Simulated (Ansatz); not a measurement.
A geometry relaxed with PBE0-D3(BJ)/def2-SVP (Ansatz, a program for electronic structure), charge 0, multiplicity 1:

```xyz
21

H     -3.3015    -2.3038    -0.0461
C      0.2904     1.9378    -0.2015
B     -3.3095    -1.1016    -0.1906
C      2.7840    -0.6291     0.3443
C     -2.0786     1.0947    -0.3313
C      1.0368     0.7816     0.0079
H     -1.4458     3.0994    -0.5077
C      1.6343    -1.4391     0.3294
C     -0.7992    -1.0367     0.0461
H      4.0759    -1.9787     0.6293
C      2.4276     0.7193     0.1498
C     -1.0913     2.0762    -0.3518
C      0.5189    -0.6093     0.1229
H      1.6034    -2.5221     0.4550
H     -3.0976     1.4685    -0.4748
H      0.8725     2.8643    -0.2551
H     -0.9360    -2.1176     0.1612
C     -1.9924    -0.3058    -0.1566
H     -4.3641    -0.5324    -0.3612
H      3.1221     1.5571     0.1175
O      4.0499    -1.0226     0.5133
```

Problem. Write the SMILES of this molecule.

Solution. `Bc1cccc2cc(O)cc-2c1`
